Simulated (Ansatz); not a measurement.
Consider the redistribution: `[F][In]([Cl])[O][SiH3]` + `[NH2][Sn][N]([SiH3])[SiH3]` → `[F][In]([Cl])[N]([SiH3])[SiH3]` + `[NH2][Sn][O][SiH3]`.

Calculated with Ansatz (gas phase, PBE0-D4/def2-TZVP geometries, no zero-point term in ΔE). CCSD(T)/CBS is the MP2 limit (def2-TZVPP, def2-QZVPP) plus CCSD(T) − MP2 in def2-TZVPP, frozen cores. def2 core potentials past Kr. For In, Sn outer-core shells are correlated without core-valence functions, which leaves a few kJ/mol of doubt a bond. Each species was taken in one conformer, which may not be the lowest.

| species | CCSD(T)/CBS(def2) energy (Eh) |
| --- | --- |
| `[F][In]([Cl])[O][SiH3]` | -1115.57293 |
| `[NH2][Sn][N]([SiH3])[SiH3]` | -906.48226 |
| `[F][In]([Cl])[N]([SiH3])[SiH3]` | -1385.98629 |
| `[NH2][Sn][O][SiH3]` | -636.07850 |

**Question.** Work out ΔE.

**Answer.** ΔE = (-1385.98629) + (-636.07850) − (-1115.57293) − (-906.48226) = -0.00960 Eh = -25.2 kJ/mol.

**Question.** What do rigid-rotor, harmonic-oscillator terms from PBE0-D4/def2-TZVP frequencies (298.15 K, 1 bar) make of the CCSD(T)/CBS value? (An estimate is asked.)

**Answer.** The calculation gave: ΔZPE = -0.2 kJ/mol, ΔH = -24.9 kJ/mol, ΔS = 10 J/(mol·K), ΔG = -27.8 kJ/mol. Modes under 50 cm⁻¹ make the entropy rough.

Largest T1 diagnostic among the species: 0.016.

In def2-TZVPP, CCSD(T) changes the Hartree–Fock value by +4.1 kJ/mol (the triples alone add +1.5 kJ/mol) and MP2 by +4.1 kJ/mol. At CCSD(T), def2-SVP lies +6.1 kJ/mol from the extrapolated value and def2-TZVPP +2.6 kJ/mol.
